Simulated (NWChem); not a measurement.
Molecule: C₃H₄FNSi; SMILES N#C/C=C(\F)[SiH3]

```xyz
10

N     -0.0480    -3.2263     0.0000
C     -0.3425    -2.1043     0.0000
C     -0.7304    -0.7353     0.0000
C      0.1498     0.2822     0.0000
F      1.4544     0.0170     0.0000
Si    -0.2860     2.1268     0.0000
H     -1.8001    -0.5111     0.0000
H     -1.7714     2.2335     0.0000
H      0.2970     2.7545     1.2187
H      0.2970     2.7545    -1.2187
```
Atoms are numbered in this order, from 1.

Results from NWChem. Pople sets run with spherical d functions. The geometry was optimised at PBE0/def2-SVP. Atomic charges in e: unrestrained fits to the electrostatic potential beside Mulliken populations; buried atoms are poorly determined by the fit.

Q: Estimate the computed values for Hartree-Fock/6-31G*. Quantities: ESP N1; Mulliken N1; ESP C2; Mulliken C2; ESP C3; Mulliken C3; ESP C4; Mulliken C4; ESP F5; Mulliken F5; relative RMS misfit of the potential (%).

A: 
```
Property                                  Result
----------------------------------------  ------
ESP N1                                     -0.52
Mulliken N1                                -0.39
ESP C2                                      0.55
Mulliken C2                                 0.27
ESP C3                                     -0.47
Mulliken C3                                -0.33
ESP C4                                      0.28
Mulliken C4                                 0.31
ESP F5                                     -0.20
Mulliken F5                                -0.40
relative RMS misfit of the potential (%)      20
```
